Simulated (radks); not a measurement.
Results of a calculation; reference values are marked as such.
Ionisation of the bismuth ion Bi2+, [Hg] 6p1, to Bi3+, [Hg], under several functionals. Dirac Kohn-Sham, spin-unpolarised, spherical densities, finite nucleus; open shells fill j = l - 1/2 first; a radial shooting solver on a logarithmic mesh with Libxc functionals.

| functional | E(Bi2+) (hartree) | Exc (hartree) | IE (eV) | -e(HOMO) (eV) | <r> HOMO (bohr) | IE error (eV) |
|---|---|---|---|---|---|---|
| LDA (Slater exchange, Perdew-Zunger correlation) | -21562.5575 | -386.4333 | 25.775 | 21.279 | 2.428 | +0.204 |
| PBEsol | -21568.3431 | -392.2684 | 25.409 | 20.953 | 2.431 | -0.162 |
| exchange-only B88 | -21570.7212 | -394.6688 | 24.506 | 20.034 | 2.467 | -1.064 |
| exchange-only LDA | -21553.9090 | -377.7038 | 24.500 | 20.023 | 2.456 | -1.070 |
| LDA (Slater exchange, Perdew-Wang correlation) | -21562.5485 | -386.4240 | 25.771 | 21.274 | 2.428 | +0.200 |

NIST Atomic Spectra Database: 25.571 eV (measured). Closest: PBEsol. The Delta-SCF values span 1.27 eV, the total energies 16.81 hartree. The highest occupied level is 6p1/2. Spin polarisation and multiplet splitting are left out, so open shells lie too high by an amount that depends on their filling.

Beside tabulated values, note that spin-unpolarised runs miss the spin-polarisation part of the exchange energy of open shells.
